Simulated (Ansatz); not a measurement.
An input meant for the cluster H3Au3⁺ (charge 1, doublet; atoms displaced at random, 0.03 Å in each coordinate).

```yaml
crystal:
  periodic: [false, false, false]
  atoms:
    - {symbol: Au, position_ang: [1.230850, -1.317987, 1.093791]}
    - {symbol: Au, position_ang: [-0.288133, 0.240485, -0.609310]}
    - {symbol: Au, position_ang: [-1.330156, 2.602218, -1.241731]}
    - {symbol: H, position_ang: [-0.465492, 1.388946, -1.923296]}
    - {symbol: H, position_ang: [0.906083, -1.475082, 2.691443]}
    - {symbol: H, position_ang: [-0.108655, -1.309084, -0.012066]}
basis:
  gaussian: {orbitals: def2-SVPD, final_grid: {core_spheres: 1, valence_spheres: 1, degree: 1}}
total_charge: 1
magnetization: {spin_polarized: true, initial_magnetization: 1}
hamiltonian: {xc: {name: r2SCAN}}
scf: {omitted_lower_state_checks: [starts]}
```

```sh
$ ansatz run in.yaml --threads 4 --pin off --events-out ev --progress --plain --max-ram 3916MiB
```

Output, abridged:

```
Functional definition: r2SCAN
1173 factors; their error is unknown
mean field evaluation 1: about -11120.5211 eV, gradient 3.7e1 eV
mean field evaluation 2: about -11073.7055 eV, gradient 1.1e2 eV
mean field evaluation 4: about -11126.2166 eV, gradient 5.3e0 eV
mean field evaluation 8: about -11126.3448 eV, gradient 1.3e-1 eV
mean field evaluation 16: about -11667.8485 eV, gradient 1.0e2 eV
a density is far from that of the atoms, so the factors are made again for it
1477 factors; integrals over basis functions are off by at most 1.3e-4 eV
mean field evaluation 32: about -10601.2937 eV, gradient 1.6e2 eV
mean field -12019.82230863 eV, -441.7203225140 hartree, gradient 2.7e-5 eV, S^2 0.750555; 0 other end points of the search recorded, 0 dependent functions left out
reference -12019.82235856 eV, -441.7203243490 hartree; 30, 29 occupied and 99, 100 virtual orbitals, 1477 factors
Total energy: -12019.82235856 eV, -441.7203243490 hartree
Checks for a lower state left out: starts
```

In this input the integration grid is far too coarse. The run converged. The result belongs to that input, not to the species as meant.

In the def2 sets Au takes a core potential; there is no spin–orbit coupling.
